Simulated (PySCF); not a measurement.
C₅H₇F, SMILES C#C[C@H](F)CC. Geometry: PBE-D3(BJ)/def2-SVP. The structure was generated by enumeration; whether it is a known compound was not checked. The values are those of a single conformer.

### Question
Give the equilibrium geometry at PBE-D3(BJ)/def2-SVP (PySCF confirms it by a frequency run) as Cartesian coordinates in Å. (An estimate is asked for; the answer gives what the named calculation found.)

### Answer
This is not unique; one that fits is 
```xyz
13

C      2.1001     1.0613     0.6228
C      1.2705     0.3004     0.1473
C      0.2755    -0.6302    -0.3972
F     -0.1836    -0.1600    -1.6354
C     -0.9273    -0.8433     0.5306
C     -1.7260     0.4317     0.7915
H      2.8361     1.7378     1.0348
H      0.7745    -1.6090    -0.5871
H     -0.5508    -1.2813     1.4795
H     -1.5684    -1.6154     0.0550
H     -2.6088     0.2254     1.4277
H     -1.1057     1.1962     1.3016
H     -2.0820     0.8668    -0.1628
```
